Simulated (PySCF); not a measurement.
A calculated (LDA, PySCF 2.14, pcseg-2, the non-relativistic Hamiltonian (point nucleus)) atom or ion has these occupied shells.

```json
{"shell": "1s α", "electrons": "1", "orbital energy (eV)": "-2730.4", "rms radius, mean of both spins (bohr)": "0.106"}
{"shell": "1s β", "electrons": "1", "orbital energy (eV)": "-2730.2", "rms radius, mean of both spins (bohr)": "0.106"}
{"shell": "2s α", "electrons": "1", "orbital energy (eV)": "-250.00", "rms radius, mean of both spins (bohr)": "0.488"}
{"shell": "2s β", "electrons": "1", "orbital energy (eV)": "-249.80", "rms radius, mean of both spins (bohr)": "0.488"}
{"shell": "2p α", "electrons": "3", "orbital energy (eV)": "-191.57", "rms radius, mean of both spins (bohr)": "0.456"}
{"shell": "2p β", "electrons": "3", "orbital energy (eV)": "-191.33", "rms radius, mean of both spins (bohr)": "0.456"}
{"shell": "3s α", "electrons": "1", "orbital energy (eV)": "-20.965", "rms radius, mean of both spins (bohr)": "1.67"}
{"shell": "3s β", "electrons": "1", "orbital energy (eV)": "-19.968", "rms radius, mean of both spins (bohr)": "1.67"}
{"shell": "3p α", "electrons": "3", "orbital energy (eV)": "-9.086", "rms radius, mean of both spins (bohr)": "2.03"}
{"shell": "3p β", "electrons": "2", "orbital energy (eV)": "-8.188", "rms radius, mean of both spins (bohr)": "2.03"}
```

(1) Name the element and its charge.

Results:

(1) Cl (chlorine, neutral), in [Ne] 3s2 3p5, 2P determinant.
